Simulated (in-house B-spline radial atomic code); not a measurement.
Atomic self-consistent-field run: Cs II (Cs+). Level of theory: scalar-relativistic (X2C) PBE, spherical fractional occupations, Fermi nucleus of rms radius 4.8041 fm, inside a hard spherical wall at 3.24 bohr; calculated with a B-spline radial code for spherical atoms.

Command:
```bash
python run_scf.py task.json out
```
Settings (nuclear radius in fm, mass in u):
```
Z                55
configuration    [Kr] 4d10 5s2 5p6
hamiltonian      x2c
method           pbe,pbe
spin_polarised   False
nucleus          fermi
rms_radius       4.8041
atomic_mass      132.90545
speed_of_light   137.035999084
wall_radius      3.24
```

Output (hartree, bohr):
```
 radial grid: 60 intervals, B-splines of order 8, outer radius 3.24 bohr

 iter        energy (Eh)    residual
    1       -7782.147616    4.67e-01
    2       -7783.063496    2.22e-01
    3       -7784.532411    2.37e-02
    4       -7784.552023    2.13e-03
    5       -7784.552107    1.82e-03
    6       -7784.552215    1.98e-04
    7       -7784.552215    4.44e-05
    8       -7784.552215    9.66e-07
    9       -7784.552215    5.96e-08

 total energy                     -7784.55222
 kinetic                            8298.7995
 electron-nucleus                 -18951.1524
 Hartree                            3062.3164
 exchange-correlation               -194.5157

 orbital      occ     eigenvalue          <r>       <r^2>       <1/r>       r_max
 1s         2.000     -1312.5445    0.0254793 0.000890772     62.6307     0.01603
 2s         2.000      -205.7054     0.111585   0.0147496     14.2939     0.09479
 2p         6.000      -184.6790    0.0978828   0.0117106     13.0791     0.07583
 3s         2.000       -42.6035     0.298788     0.10216     5.06364      0.2727
 3p         6.000       -35.8173     0.296712     0.10218     4.69788      0.2666
 3d        10.000       -25.7701     0.273645     0.08848     4.42327      0.2204
 4s         2.000        -7.8883     0.695842    0.546887     2.04795      0.6435
 4p         6.000        -5.7179     0.740938    0.625223     1.85828      0.6737
 4d        10.000        -2.5460     0.842943    0.829022      1.5749      0.7226
 5s         2.000        -0.8643      1.64688     2.97966    0.789077       1.555
 5p         6.000        -0.3194      1.77659     3.44263    0.716089       1.735
```

Run time, properties included: 0.12 s on 1 thread of Arm Neoverse N1, on a shared host.

One-electron X2C: radii and densities carry no picture-change correction, so inner-shell <1/r> comes out high (for 1s by about 2 % at Z = 33, 5 % at 54, 10 % at 75, 30 % at 118) and <r> low.
